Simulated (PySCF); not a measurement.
**Electron correlation in Br (bromine, neutral)**

[Ar] 3d10 4s1 4p6, 2S determinant (an excited configuration). Calculation: PySCF 2.14, in aug-cc-pVQZ-PP with ECP10MDF (7s6p5d3f2g, 89 functions); scalar relativity through the core potential. Frozen: 3s2 3p6 3d10; 7 electrons correlated.

```
  level  correlation energy (mhartree)
   CCSD                        -300.55
    (T)                         -57.38
CCSD(T)                        -357.93
```

Diagnostics: T1 = 0.027, D1 = 0.0504, largest double amplitude 0.258.

Q: Is a single reference adequate?

A: Not fully. A double-excitation amplitude exceeds 0.15, a sign of near-degeneracy.
